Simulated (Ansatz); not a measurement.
Start from `C[Si](N)(N)[SiH3]` and change one atom or group to get `N[Si](N)([SiH3])Cl`.

Ansatz, PBE0-D4/def2-TZVP geometries, multiplicity 1. Each molecule was computed in one conformer, which needn't be the lowest.

```tsv
property	`C[Si](N)(N)[SiH3]`
HOMO energy (PBE0/def2-TZVPP) / eV	-6.74
size of the dipole moment (PBE/def2-TZVPP) / D	1.47
HOMO–LUMO gap (PBE0/def2-TZVPP) / eV	7.29
LUMO energy (PBE/def2-TZVPP) / eV	-0.28
HOMO–LUMO gap (B3LYP/def2-TZVPP) / eV	6.88
LUMO energy (ωB97M-V/def2-TZVPP) / eV	2.09
```

Task: What does the change do to each property? (Best estimate.)

Result: Ansatz gave: 
| property | `N[Si](N)([SiH3])Cl` | shift |
| --- | --- | --- |
| HOMO energy (PBE0/def2-TZVPP) / eV | -7.33 | -0.59 |
| size of the dipole moment (PBE/def2-TZVPP) / D | 2.12 | 0.65 |
| HOMO–LUMO gap (PBE0/def2-TZVPP) / eV | 7.58 | 0.29 |
| LUMO energy (PBE/def2-TZVPP) / eV | -0.58 | -0.30 |
| HOMO–LUMO gap (B3LYP/def2-TZVPP) / eV | 7.19 | 0.31 |
| LUMO energy (ωB97M-V/def2-TZVPP) / eV | 1.96 | -0.13 |

With PBE0 the HOMO falls by 0.59 eV and the LUMO falls by 0.30 eV, so the gap widens by about 0.29 eV. PBE moves the HOMO by -0.55 eV and ωB97M-V by -0.59 eV. Dipoles are sizes alone; their direction can turn.

B3LYP here is the variant with VWN-RPA as its local correlation; programs differ in this.
